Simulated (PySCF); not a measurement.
Bonding in `CC#C[Si@@H](O[SiH3])[Si@@H](C)P`

Compound: C4H13OPSi3.
Atom-mapped SMILES: `[CH3:1][C:2]#[C:3][Si@@H:4]([O:5][SiH3:6])[Si@@H:7]([CH3:8])[PH2:9]` (hydrogens: H10, H11, H12 on C1; H13 on Si4; H14, H15, H16 on Si6; H17 on Si7; H18, H19, H20 on C8; H21, H22 on P9)

Cartesian coordinates in Å at the GFN2-xTB level; atoms count from 1:
```
atom  x, y, z in Å
C1     3.8854   -1.6953    0.1941
C2     2.6077   -1.0628    0.4338
C3     1.5419   -0.5360    0.6366
Si4   -0.1097    0.2538    0.9003
O5     0.0539    1.8746    0.8072
Si6    0.2965    3.3112    0.1086
Si7   -1.6021   -0.4077   -0.7614
C8    -2.0205   -2.2593   -0.5730
P9    -3.5829    0.6779   -0.8185
H10    4.1018   -1.7040   -0.8742
H11    3.8657   -2.7220    0.5592
H12    4.6748   -1.1506    0.7115
H13   -0.4901    0.0717    2.3093
H14    1.7388    3.4964   -0.0214
H15   -0.3581    3.2917   -1.2017
H16   -0.3244    4.2699    1.0186
H17   -1.0912   -0.2198   -2.1399
H18   -2.7465   -2.5699   -1.3182
H19   -1.1330   -2.8721   -0.6950
H20   -2.4407   -2.4782    0.4050
H21   -3.8508    0.5202    0.5319
H22   -3.0270    1.9297   -0.6144
```

Bond orders from the PBE0/pcSseg-1 density (PySCF). One conformer (not necessarily the lowest) at the GFN2-xTB geometry, without solvent, vibrations or thermal averaging.

Q: Where do the orders between heavy atoms depart from those drawn in the SMILES?

A: The largest departure is 0.454, at C2–C3 (drawn triple, 2.546). Drawn single, order above 1.12: C1–C2 (1.176). Drawn single, order below 0.88: Si4–Si7 (0.846). Drawn double or triple, more than 0.30 short of the drawn order: C2–C3 (2.546).

Q: Give the Mayer order of every bond, beside its length.

A: 
```tsv
bond	drawn as	length (Å)	Mayer order
C1–C2	single	1.446	1.176
C2–C3	triple	1.206	2.546
C3–Si4	single	1.850	0.945
Si4–O5	single	1.632	0.927
O5–Si6	single	1.616	0.929
Si4–Si7	single	2.329	0.846
Si7–C8	single	1.908	0.941
Si7–P9	single	2.259	0.994
C1–H10	single	1.090	0.921
C1–H11	single	1.090	0.923
C1–H12	single	1.090	0.923
Si4–H13	single	1.471	0.910
Si6–H14	single	1.460	0.930
Si6–H15	single	1.465	0.919
Si6–H16	single	1.460	0.930
Si7–H17	single	1.482	0.932
C8–H18	single	1.086	0.955
C8–H19	single	1.085	0.959
C8–H20	single	1.087	0.956
P9–H21	single	1.386	0.926
P9–H22	single	1.385	0.928
```

By pair of heavy elements: C–C: lowest C1–C2 (1.176, 1.446 Å), highest C2–C3 (2.546, 1.206 Å). C–Si: all 2 within 0.02 of one another (0.941 to 0.945). O–Si: all 2 within 0.02 of one another (0.927 to 0.929).

Q: Sum the orders of all bonds at each heavy atom with more than one neighbour and set the sums beside the valence in the SMILES.

A: C1 3.943 (drawn 4), C2 3.722 (drawn 4), C3 3.491 (drawn 4), Si4 3.628 (drawn 4), O5 1.856 (drawn 2), Si6 3.708 (drawn 4), Si7 3.713 (drawn 4), C8 3.811 (drawn 4), P9 2.848 (drawn 3). Orders between atoms that aren't bonded are not in these sums.

Mayer orders depend on the basis set.

The run behind these numbers computed NMR shieldings as well. On Arm Neoverse N1, one thread, shared host with 64 logical CPUs at a one-minute load of 58, this took 1.9 min of wall time and 1.2 GiB of memory at its peak.
